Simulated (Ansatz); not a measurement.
Consider the isomerisation: `C[CH2][Al]([NH2])[NH2]` → `CN[CH2][AlH][NH2]`.

Program: Ansatz. Geometries: PBE0-D4/def2-TZVP. ΔE: electronic, gas phase. CCSD(T)/CBS is the MP2 limit (def2-TZVPP, def2-QZVPP) plus CCSD(T) − MP2 in def2-TZVPP, frozen cores. DFT in def2-TZVPP. B3LYP here is the variant with VWN-RPA as its local correlation; programs differ in this. Each species was taken in one conformer, which may not be the lowest.

```
             level  ΔE (kJ/mol)  difference from CCSD(T)/CBS
            PBE-D4        182.5                        -16.4
         r2SCAN-D4        196.2                         -2.7
           PBE0-D4        187.7                        -11.2
          B3LYP-D4        190.3                         -8.6
           ωB97X-V        187.2                        -11.7
           ωB97M-V        192.3                         -6.6
            B2PLYP        196.6                         -2.3
               PBE        184.2                        -14.7
            r2SCAN        196.6                         -2.3
              PBE0        189.0                         -9.9
             B3LYP        193.0                         -5.9
     HF/def2-TZVPP        195.2                         -3.7
    MP2/def2-TZVPP        202.1                          3.2
SCS-MP2/def2-TZVPP        197.3                         -1.6
   CCSD/def2-TZVPP        195.9                         -3.0
CCSD(T)/def2-TZVPP        194.4                         -4.5
     HF/def2-QZVPP        196.4                         -2.5
    MP2/def2-QZVPP        205.1                          6.2
SCS-MP2/def2-QZVPP        200.5                          1.6
      HF/CBS(def2)        196.6                         -2.3
     MP2/CBS(def2)        206.6                          7.7
    CCSD/CBS(def2)        200.4                          1.5
       CCSD(T)/CBS        198.9                            0
```

Largest T1 diagnostic among the species: 0.010.

From PBE to PBE0 (25 % exact exchange), in def2-TZVPP and without D4, ΔE moves by +4.8 kJ/mol.
